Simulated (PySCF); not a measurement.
CH8FNSi2, SMILES NC[SiH2][SiH2]F.

Geometry: PBE0-D3(BJ)/def2-SVP. The structure was generated by enumeration, and PubChem lists no compound with its InChIKey, so it may never have been made. Other conformers were not sampled.

Calculation: PySCF with PBE/def2-TZVP.

Isolated molecule, no solvent.

```
Item                                                                                                             Value
---------------------------------------------------------------------------------------------  -----------------------
total energy                                                                                        -776.12008 hartree
highest occupied level                                                                                        -5.36 eV
lowest empty level                                                                                            -1.49 eV
orbital gap                                                                                                    3.87 eV
dipole moment                                                                                                   1.67 D
quadrupole, principal values (traceless, Buckingham form, about the centre of nuclear charge)   -5.50, -0.12, 5.62 D·Å
mean static polarisability                                                                       82.4 bohr³ (12.21 Å³)
polarisability, principal values                                                               66.7, 73.0, 107.5 bohr³
```
